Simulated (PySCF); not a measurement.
BP86 on Ru⁻ (ruthenium, charge -1), [Kr] 4d7 5s2, high-spin 4F determinant. Computed with PySCF 2.14 in aug-cc-pwCVTZ-PP with ECP28MDF, with scalar relativity through the core potential.

```
cycle= 1 E= -94.6239132895287  delta_E= -0.0248  |g|= 0.0939  |ddm|= 1.64
cycle= 2 E= -94.617920356771  delta_E= 0.00599  |g|= 0.159  |ddm|= 0.432
cycle= 3 E= -94.6263685978557  delta_E= -0.00845  |g|= 0.0255  |ddm|= 0.229
cycle= 4 E= -94.6268950219089  delta_E= -0.000526  |g|= 0.00433  |ddm|= 0.0726
cycle= 5 E= -94.6269047639906  delta_E= -9.74e-06  |g|= 0.000132  |ddm|= 0.00522
cycle= 6 E= -94.6269048001021  delta_E= -3.61e-08  |g|= 7.54e-06  |ddm|= 0.00108
cycle= 7 E= -94.6269048001815  delta_E= -7.95e-11  |g|= 5.89e-07  |ddm|= 8.34e-05
converged SCF energy = -94.6269048001815  <S^2> = 3.783981  2S+1 = 4.0169546
```

Highest occupied orbital energy: 1.070 eV; ⟨L²⟩ = 12.03; populations by l: s 4.00, p 6.00, d 7.00, f 0.00.

Question: Can this result be used?

Answer: With care. The calculation finished and met its thresholds. Energies and moments cover only the electrons outside the core potential. At BP86 the highest occupied level has a positive energy, so only the finite basis holds that electron; in a semilocal or global hybrid functional this comes from self-interaction and does not mean that the real anion is unbound.
